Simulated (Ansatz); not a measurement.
`[SiH3][SiH2][SiH2][SiH2][GeH2][SiH3]` + NH₃ → `N[SiH2][SiH2][SiH3]` + `[SiH3][GeH2][SiH3]`  (cleavage of the Si–Si bond)

Gas-phase electronic energies from Ansatz, PBE0-D4/def2-TZVP geometries. CCSD(T)/CBS is the MP2 limit (def2-TZVPP, def2-QZVPP) plus CCSD(T) − MP2 in def2-TZVPP, frozen cores. This one scheme is used for every species. DFT in def2-TZVPP. B3LYP here is the variant with VWN-RPA as its local correlation; programs differ in this. For Ge outer-core shells are correlated without core-valence functions, which leaves a few kJ/mol of doubt a bond. Scalar relativity is left out up to krypton. Each species was taken in one conformer, which may not be the lowest.

`[SiH3][SiH2][SiH2][SiH2][GeH2][SiH3]`:

```xyz
20

Si    1.312   -0.194   -2.307
Si   -0.997   -0.265   -1.939
Si   -1.636    1.632   -0.731
Si   -0.348    1.757    1.216
Ge   -0.391   -0.329    2.371
Si    1.210   -1.894    1.561
H     1.627    0.912   -3.252
H     1.819   -1.471   -2.875
H     2.020    0.074   -1.026
H    -1.345   -1.473   -1.140
H    -1.717   -0.344   -3.240
H    -1.436    2.851   -1.565
H    -3.076    1.548   -0.358
H    -0.866    2.830    2.111
H     1.060    2.089    0.864
H    -0.105   -0.087    3.866
H    -1.803   -0.938    2.269
H     2.564   -1.282    1.578
H     0.890   -2.312    0.170
H     1.217   -3.103    2.427
```

NH₃:

Z-matrix (Å, degrees):
```
N
H 1 1.013
H 1 1.013 2 107.1
H 1 1.013 2 107.1 3 -114.5
```

`N[SiH2][SiH2][SiH3]`:

Z-matrix (Å, degrees):
```
Si
Si 1 2.340
N 1 1.723 2 109.7
H 1 1.497 2 107.4 3 -126.4
H 1 1.488 2 110.1 3 118.2
Si 2 2.339 1 110.3 3 177.2
H 2 1.490 1 110.8 3 -61.2
H 2 1.493 1 109.6 3 57.6
H 3 1.007 1 119.7 2 -49.3
H 3 1.008 1 119.7 2 168.0
H 6 1.488 2 110.0 1 -59.7
H 6 1.488 2 111.2 1 180.0
H 6 1.488 2 110.1 1 59.7
```

`[SiH3][GeH2][SiH3]`:

Cartesian coordinates in Å:
```
Si -0.548 1.048 1.607
Ge 0.959 0.183 -0.018
Si -0.180 -1.187 -1.593
H -1.211 -0.074 2.323
H -1.593 1.866 0.936
H 0.164 1.897 2.598
H 1.651 1.349 -0.751
H 2.057 -0.640 0.683
H 0.761 -1.724 -2.612
H -1.230 -0.392 -2.283
H -0.829 -2.325 -0.891
```

```csv
level,ΔE (kJ/mol),difference from CCSD(T)/CBS
PBE-D4,1.7,15.9
r2SCAN-D4,-13.3,0.9
PBE0-D4,-2.6,11.6
B3LYP-D4,-14.7,-0.5
ωB97X-V,-18.8,-4.6
ωB97M-V,-21.3,-7.1
B2PLYP,-31.7,-17.5
PBE,-13.6,0.6
r2SCAN,-18.5,-4.3
PBE0,-17.4,-3.2
B3LYP,-38.8,-24.6
HF/def2-TZVPP,-57.1,-42.9
MP2/def2-TZVPP,-18.5,-4.3
SCS-MP2/def2-TZVPP,-27.6,-13.4
CCSD/def2-TZVPP,-22.4,-8.2
CCSD(T)/def2-TZVPP,-15.7,-1.5
HF/def2-QZVPP,-58.9,-44.7
MP2/def2-QZVPP,-18.2,-4.0
SCS-MP2/def2-QZVPP,-27.6,-13.4
HF/CBS(def2),-59.2,-45.0
MP2/CBS(def2),-17.0,-2.8
CCSD/CBS(def2),-20.9,-6.7
CCSD(T)/CBS,-14.2,0
```

Largest T1 diagnostic among the species: 0.013.

In def2-TZVPP, CCSD(T) changes the Hartree–Fock value by +41.4 kJ/mol (the triples alone add +6.7 kJ/mol) and MP2 by +38.7 kJ/mol. From PBE to PBE0 (25 % exact exchange), in def2-TZVPP and without D4, ΔE moves by −3.8 kJ/mol. The D4 term adds +24.1 kJ/mol with B3LYP and +14.8 kJ/mol with PBE0; it sums over pairs of atoms, weighted by their polarisabilities, and B3LYP, whose exchange is more repulsive, gets the larger term.
